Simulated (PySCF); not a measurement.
**Polarisability and C₆ of Zr⁺ (zirconium, charge +1)**

[Kr] 4d2 5s1, high-spin 4F determinant. Computed with PySCF 2.14 in x2c-TZVPPall with one added diffuse shell each of s, p, d, f type (9s7p7d3f1g, 95 functions), with the spin-free X2C one-electron Hamiltonian (Gaussian nucleus). Coupled (time-dependent) response in atomic units; α is the mean over directions.

```csv
method,mean α (bohr³),C₆ (like pair),S(−4)
BHandHLYP,60.55,514.4,2387
```

S(−4) is the Cauchy moment in α(ω) = α(0) + S(−4) ω² + …

Spin-orbit coupling is absent.

α(iu) at BHandHLYP:

| u (hartree) | α(iu) (bohr³) |
| --- | --- |
| 0 | 60.55 |
| 0.0500 | 55.21 |
| 0.100 | 44.23 |
| 0.200 | 26.58 |
| 0.300 | 17.63 |
| 0.500 | 10.14 |
| 0.750 | 6.492 |
| 1.00 | 4.661 |
| 1.50 | 2.792 |
| 2.00 | 1.858 |
| 3.00 | 0.9818 |
| 5.00 | 0.4068 |

A single London oscillator, α(iu) = α/(1 + u²/ω²), gives C₆ = (3/4) ω α². Matching the computed C₆ needs ω = 4 × 514.4 / (3 × 60.55²) = 0.187 hartree.

For an ion, C₆ is the dispersion term alone; charge-induced terms of lower order in 1/R come first.
